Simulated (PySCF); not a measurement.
ReO₄, SMILES [O]=[Re-](=[O])(=[O])=[O], charge -1, multiplicity 1.

Geometry: PBE0-D3(BJ)/def2-SVPD. The multiplicity is an assumed one; other spin states were not compared. The isomer is the one that the SMILES or the coordinates give; other isomers of the formula were not compared. The def2 effective core potentials stand for the cores of Re; spin–orbit coupling is left out.

Calculation: PBE/def2-SVPD in PySCF.

Symmetry labels are those of the subgroup D2 that the program uses (full group Td).

Computed valence orbital energies around the gap with their symmetry:
```tsv
orbital	symmetry	energy (eV)
HOMO−7	A	-5.82
HOMO−6	A	-4.27
HOMO−5	B1	-2.86
HOMO−4	B2	-2.86
HOMO−3	B3	-2.86
HOMO−2	B1	-2.36
HOMO−1	B2	-2.36
HOMO	B3	-2.36
LUMO	A	2.57
LUMO+1	A	2.57
LUMO+2	A	3.54
LUMO+3	B1	4.39
```
